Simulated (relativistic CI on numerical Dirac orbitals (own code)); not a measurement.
Calculated at this level of theory: Dirac-Coulomb-Breit CI, KLI orbitals optimised for each configuration, QED by a radiative potential, unscaled Slater integrals (own radial code, finite nucleus).

The strongest absorption lines from the ground level of an ion, among the configurations computed and to levels below about 96.4 eV (vacuum wavelength in nm, gf): 16.970 (0.58), 17.237 (0.42), 24.370 (0.42), 25.083 (0.82), 25.212 (1.8), 25.493 (3.8), 25.606 (0.51), 25.759 (6.4).

**Question.** Which ion is it?
A. Nb IX
B. Tc XI
C. Rh XIII
D. Rb V

**Answer.** A. Nb IX has 33 electrons and the ground level 4s2 4p3 4S°_3/2; the strongest line goes to 4s2 4p2 4d 4P_5/2. The pattern of lines fixes the number of electrons, and along that sequence the line energies rise steadily with the charge (about as its square where n changes within one kind of shell, about linearly where n is kept but much faster in heavy ions where fine structure, which grows about as Z⁴, sets the gap, and irregularly where shells cross), which fixes Z. Configurations outside the model, such as inner-shell arrays, can give stronger lines. At this charge configurations can still be misplaced by up to about 7 % of their energy.

LS names give the leading component of a level, which can be under half, so a name can repeat, a term be missing and a line seem to break the LS rules.
